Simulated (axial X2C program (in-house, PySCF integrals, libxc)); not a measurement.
BeBr: cheaper levels and CCSD(T), two-component

Calculated with an in-house relativistic program for diatomic molecules. Two-component (2c) means X2C with spin–orbit coupling and atomic mean-field two-electron Coulomb and Gaunt terms. Basis: Br dyall-cv3z [8s9p6d4f1g], Be dyall-cv3z [8s8p3d1f] (cores contracted in-house); Gaussian nuclei, density fitting, unrestricted open shells. Masses: Br 78.918 u, Be 9.012 u.

State: Ω = 1/2 (⟨Sz⟩ = 0.50, ⟨Lz⟩ = 0.00 at HF); fragments Br + Be.

```json
{"level": "PBE0", "Re (Å)": "1.955", "ωe (cm⁻¹)": "710.5", "De (eV)": "3.54"}
{"level": "HF", "Re (Å)": "1.969", "ωe (cm⁻¹)": "714.3", "De (eV)": "2.89"}
{"level": "MP2", "Re (Å)": "1.960", "ωe (cm⁻¹)": "722.7", "De (eV)": "3.45"}
{"level": "CCSD", "Re (Å)": "1.961", "ωe (cm⁻¹)": "721.7", "De (eV)": "2.93"}
{"level": "B3LYP", "Re (Å)": "1.960", "ωe (cm⁻¹)": "699.2", "De (eV)": "3.32"}
```

Correlated methods: 9 electrons correlated (number of frozen shells: Br 3 s, 2 p, 1 d; Be 1 s), 191 virtual spin orbitals or spinors in MP2, 90 natural virtuals in coupled cluster.

CCSD(T), same Hamiltonian and basis:

Re = 1.962 Å, ωe = 719.4 cm⁻¹, De = 3.03 eV; T1 = 0.012 (Lee–Taylor normalisation).

(1) Give the differences from CCSD(T) in the columns below.

One determinant describes the state; a PBE0 search over occupations chose it and may have missed a lower one. De is counted from the lowest determinant-based energies of the atoms at the same level, without counterpoise correction. Density functionals use the spin component along the axis (collinear). Coupled cluster ran in a truncated set of natural virtual spinors; the MP2 energy of the rest was added. (T) has no such correction and the atoms are truncated less, which lowers De at CCSD(T) by a hundredth of an eV or more. Without a current term, density functionals place determinants with orbital angular momentum somewhat too high.

## Answers

(1) 

| level | ΔRe (Å) | Δωe (cm⁻¹) | ΔDe (eV) |
| --- | --- | --- | --- |
| PBE0 | -0.007 | -9 | 0.51 |
| HF | 0.007 | -5 | -0.14 |
| MP2 | -0.002 | 3 | 0.42 |
| CCSD | -0.001 | 2 | -0.10 |
| B3LYP | -0.002 | -20 | 0.29 |
